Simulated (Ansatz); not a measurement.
`[SH][SnH]([SH])[SH]` at its PBE0-D4/def2-TZVP geometry, where that method's forces vanish. The species carries charge 0 and has multiplicity 1. Sn takes the def2 core potential.

```xyz
8

S    -1.3009    1.5720    0.9260
Sn   -0.0302    0.3324   -0.6880
S    -0.9436   -1.8809   -0.8240
S     2.2377    0.1867    0.0792
H    -0.3124    1.4709    1.8307
H    -0.0861    1.0920   -2.2103
H    -1.6013   -1.7173    0.3364
H     2.0367   -1.0558    0.5500
```

**Question.** What forces (eV/Å) does ωB97M-V/def2-TZVPP give on these atoms in Ansatz? (Best estimate.)

**Answer.** Computed: 
```
S1   0.106 -0.044  0.013
Sn2 -0.003  0.031 -0.060
S3  -0.017  0.076  0.083
S4  -0.081 -0.080  0.009
H5  -0.067  0.004 -0.059
H6   0.004 -0.059  0.118
H7   0.046 -0.012 -0.076
H8   0.012  0.083 -0.029
```
